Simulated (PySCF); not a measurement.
Relaxation of singlet Tl₂Se

Level of theory: PBE0 in PySCF with Se def2-TZVP, Tl def2-TZVP with ECP60; scalar-relativistic core potentials, no spin–orbit coupling; density-fitted integrals. A (50,194) grid was used.

A start displaced from a saddle point along its imaginary mode, of C2v symmetry, held to at least that symmetry:

Coordinates in bohr (charge 0 multiplicity 1):
```
Se    0.0000    0.4724    0.0000
Tl    0.0000   -0.0921    4.9701
Tl    0.0000   -0.0921   -4.9701
```

Task: What does it relax to?

Result: It ends at C2v with Se–Tl 2.645 Å (×2); Tl–Se–Tl 118.4° (after a last refinement on a finer grid). A frequency run shows a minimum. Other isomers or separated fragments may lie lower.

Task: How much energy is released, and in how many steps?

Result: 6.1 kJ/mol in 17 steps.

With an element this heavy the missing spin–orbit coupling can shift these numbers.

The relaxation took roughly 4 core-minutes on a shared host.
